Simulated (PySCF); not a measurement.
Fill in the blanks.

Species: C₆H₈ClF.
Structure used (PBE0-D3(BJ)/def2-SVP), in Å, numbered top down from 1:
```xyz
16
C6H8ClF angstrom
C     -0.3517   -1.0822    0.8302
C      0.1812    0.3340    0.7392
C      1.6421    0.4932    1.1163
Cl     1.9002    0.1788    2.8763
C      2.5861   -0.4311    0.3711
F      2.4095   -0.2589   -0.9790
C     -0.3696    1.2929   -0.2792
C     -0.7277    1.5108    0.9489
H     -0.1180   -1.5278    1.8100
H     -1.4428   -1.0887    0.7004
H      0.0817   -1.7247    0.0466
H      1.9408    1.5385    0.9534
H      3.6313   -0.2018    0.6341
H      2.3812   -1.4826    0.6306
H     -0.4098    1.5365   -1.3379
H     -1.2996    2.0703    1.6851
```

| property | level | value |
| --- | --- | --- |
| point group | PBE0-D3(BJ)/def2-SVP | C1 |
| rotational constants A, B, C | PBE0-D3(BJ)/def2-SVP | 1.835, 1.596, 1.096 GHz |
| dipole moment | B3LYP/def2-SVPD | ? |
| HOMO energy | B3LYP/def2-SVPD | -7.43 eV |
| LUMO energy | B3LYP/def2-SVPD | ? |
| lowest singlet excitation | TDDFT B3LYP/def2-SVPD | ? |
| strongest line among the 10 lowest singlet transitions | TDDFT B3LYP/def2-SVPD | ? |
| lowest triplet excitation (Tamm–Dancoff) | TDA B3LYP/def2-SVPD | 4.18 eV |
| static isotropic polarisability | B3LYP/def2-SVPD | ? |
| vertical ionisation energy | ΔSCF B3LYP/def2-SVPD | 9.54 eV |
| electronic spatial extent ⟨r²⟩ about the centre of nuclear charge | B3LYP/def2-SVPD | ? |
| 13C chemical shifts (computed TMS as zero) by class | GIAO PBE0/pcSseg-1 | 131.3 (C7), 130.4 (C8), 83.7 (C5), 75.5 (C3), 23.9 (C2), 19.6 (C1) ppm |
| 1H chemical shifts (computed TMS as zero) by class | GIAO PBE0/pcSseg-1 | ? |
| isotropic shieldings of nuclei other than C and H, by class | GIAO PBE0/pcSseg-1 | 409 (F6), 847 (Cl4) ppm |

Electronic properties: PySCF, gas phase, density fitting. One conformer (not necessarily the lowest) at the PBE0-D3(BJ)/def2-SVP geometry, without solvent or vibrations. NMR classes are plain means over equivalent atoms (diastereotopic ones count apart unless rotation or inversion swaps them), as if these changed places fast; in this geometry the members of some classes differ.

Question: The 1H chemical shifts (computed TMS as zero) by class?

Answer: 7.70 (H16), 7.55 (H15), 4.45 (H13), 4.37 (H14), 3.08 (H12), 1.25 (H9/H10/H11) ppm.

Question: What is the lowest singlet excitation?

Answer: 5.92 eV (209 nm, f = 0.010).

Question: What is the dipole moment?

Answer: 1.13 D.

Question: The static isotropic polarisability?

Answer: 83.7 au.

Question: Give the LUMO energy.

Answer: -0.75 eV.

Question: What is the electronic spatial extent ⟨r²⟩ about the centre of nuclear charge?

Answer: 1139 bohr².

Question: The strongest line among the 10 lowest singlet transitions?

Answer: S7 at 7.26 eV (171 nm, f = 0.049).

The principal polarisabilities are 73.9, 83.6 and 93.5 au; their mean is the isotropic value. The vertical singlet–triplet gap S1 − T1 is 1.74 eV (TDDFT singlet less Tamm–Dancoff triplet; S1: HOMO−1→LUMO, weight 0.67; T1: HOMO→LUMO, weight 0.84). In wavenumbers S1 is 47800 cm⁻¹ (1 eV = 8065.54 cm⁻¹). The ΔSCF ionisation energy exceeds −ε(HOMO) by 2.11 eV with B3LYP. No computed singlet falls in the visible range (750 to 380 nm, 1.65 to 3.26 eV); S1 lies 2.66 eV above its blue end.

For the geometry optimisation (PBE0-D3(BJ)/def2-SVP), time: 1.9 min of wall time. Hardware: one thread of an Arm Neoverse V1 (shared host).
